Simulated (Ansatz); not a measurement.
```xyz
2

Cl    0.8251    0.4674    0.0644
F     2.6103    0.7920    0.7886
```

Basis set: cc-pVDZ (spherical functions). Left uncorrelated: 6 orbitals. Charge 0, multiplicity 1.

Computed with Ansatz (development build ahead of 0.2.0); the reference of a correlated method needn't be the lowest determinant of its kind. Restricted open shells among the atoms or ions are ROHF, correlated in semicanonical orbitals with singles.

Q: Give the atomization energy at this shape (free ground-state atoms in the same class of orbitals less the molecule, no zero-point energy) of singlet ClF by RHF-CCSD(T), RHF-CCSD.

A:

```json
{"method": "RHF-CCSD(T)", "atomization energy": "1.42 eV"}
{"method": "RHF-CCSD", "atomization energy": "1.18 eV"}
```

Caution: no unrestricted run beside it, a lower state can exist; the shape is not the minimum.
